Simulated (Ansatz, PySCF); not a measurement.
Pair of molecules: aminoborane (SMILES BN) (first 6 atoms) with aminoborane (SMILES BN); geometry from B3LYP-D3(BJ)/def2-TZVP, rigid monomers moved along the line of their centres of mass till H5···N8 is 2.26 Å.
(charge 0, multiplicity 1):
```xyz
12

B     -0.78388     0.35518    -0.29068
N      0.43003    -0.19948     0.07792
H     -1.08857     0.40513    -1.44203
H     -1.50936     0.78107     0.56006
H      0.73146    -0.26955     1.03819
H      1.08552    -0.57989    -0.58495
B      0.22530    -0.69939     3.74938
N     -0.03696     0.46333     3.03569
H     -0.48575    -1.64380     3.59553
H      1.16492    -0.72807     4.48334
H      0.50598     1.30601     3.13598
H     -0.82687     0.57308     2.41809
```

Monomers are frozen at their geometry in the pair; levels with a basis set take the counterpoise correction.

Correlated levels freeze the cores. Rows in 6-31G* carry no dispersion term and start afresh at each structure (6-31G* with six Cartesian d functions). MP2/6-31G* freezes PySCF's default core.

The values were computed with Ansatz (Gaussian orbitals); PySCF for 6-31G* rows. Values without a source in brackets are computed.

### Question
What is the computed interaction energy (CCSD(T)/aug-cc-pVDZ)?

### Answer
-61 meV

### Question
What is the computed interaction energy (B3LYP/def2-TZVPPD)?

### Answer
-7 meV

### Question
Predict the interaction energy from MP2/6-31G*.

### Answer
-25 meV

Ansatz is an electronic-structure program.
